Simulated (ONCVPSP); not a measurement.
An odd input for ONCVPSP 4.0.1 (Bi (Z = 83))

Command:

```bash
oncvpsp.x < Bi.dat > Bi.out
```

Input:

```
# ATOM AND REFERENCE CONFIGURATION
# atsym  z   nc   nv     iexc    psfile
  Bi 83.00   12    3  -116133      upf
#
#   n    l    f
    1    0    2.00
    2    0    2.00
    2    1    6.00
    3    0    2.00
    3    1    6.00
    3    2   10.00
    4    0    2.00
    4    1    6.00
    4    2   10.00
    4    3   14.00
    5    0    2.00
    5    1    6.00
    5    2   10.00
    6    0    2.00
    6    1    2.50
#
# PSEUDOPOTENTIAL AND OPTIMIZATION
# lmax
    2
#
#   l,   rc,      ep,       ncon, nbas, qcut
    0    1.95    0.00    4    6    3.20
    1    1.80    0.00    4    8    4.90
    2    1.55    0.00    3    3    9.70
#
# LOCAL POTENTIAL
# lloc, lpopt,  rc(5),   dvloc0
    4    5    1.25    4.00
#
# VANDERBILT-KLEINMAN-BYLANDER PROJECTORs
# l, nproj, debl
    0    1    0.80
    1    2    0.70
    2    2    1.60
#
# MODEL CORE CHARGE
# icmod, fcfact, rcfact
    2    0.40    1.00
#
# LOG DERIVATIVE ANALYSIS
# epsh1, epsh2, depsh
   -3.00    5.00    0.02
#
# OUTPUT GRID
# rlmax, drl
    6.00    0.01
#
# TEST CONFIGURATIONS
# ncnf
    4
# nvcnf
#   n    l    f
    3
    5    2   10.00
    6    0    2.00
    6    1    3.00
#
    3
    5    2   10.00
    6    0    2.00
    6    1    2.00
#
    3
    5    2   10.00
    6    0    2.00
    6    1    1.00
#
    3
    5    2    9.00
    6    0    2.00
    6    1    4.00
#
```

This is an input that runs to its end, with one change: nbas of l = 2 set to 3. The unchanged file is no sound one. Note: ghosts flagged at negative energy: s at -148.6 eV, p at -112.2 eV; GHOST(+) flagged for p at 80.4 eV. A true bound ghost makes a file unfit for plane-wave use.

Problem. How does the run end?

Solution. The program refuses the input: "test_data: must have ncon+3 <= nbas <= ncon+5, l= 2".

```
ONCVPSP  (Optimized Norm-Conservinng Vanderbilt PSeudopotential)
scalar-relativistic version 4.0.1

test_data: must have ncon+3 <= nbas <= ncon+5, l=   2
 for nproj=2
ERROR: test_data found   1 ERROR; stopping
```
